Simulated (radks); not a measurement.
The numbers below are computed, except where a source is named.
Pm III, configuration [Xe] 4f5. Level of theory: Dirac Kohn-Sham, LDA (Slater exchange, Perdew-Wang correlation), spin-unpolarised, spherical densities, point nucleus; open shells fill j = l - 1/2 first (a radial shooting solver on a logarithmic mesh with Libxc functionals).

Radial electron density D(r) = 4 pi r^2 rho(r):

```
   r/bohr * D(r) (the largest magnitude, 106, reaches the edge; | marks zero)
 0.001103 | *
 0.001471 |  *
 0.001977 |    *
 0.002658 |       *
 0.003545 |            *
 0.004767 |                 *
 0.006409 |                         *
 0.008616 |                                *
  0.01149 |                                       *
  0.01545 |                                          *
  0.02077 |                                         *
  0.02771 |                                     *
  0.03725 |                                      *
  0.05008 |                                              *
   0.0668 |                                                      *
  0.08981 |                                                  *
   0.1207 |                                         *
   0.1623 |                                            *
   0.2165 |                                               *
   0.2911 |                              *
   0.3914 |                  *
    0.522 |                     *
   0.7018 |                 *
   0.9436 |        *
    1.258 |     *
    1.692 |   *
    2.275 |*
    3.058 *
    4.079 *
    5.484 *
```

D(r) has 4 maxima, at r = 0.0162, 0.0712, 0.200, 0.552 bohr, and minima at 0.0312, 0.132, 0.401 bohr, inside which lie 2.01, 11.19, 29.19 electrons.
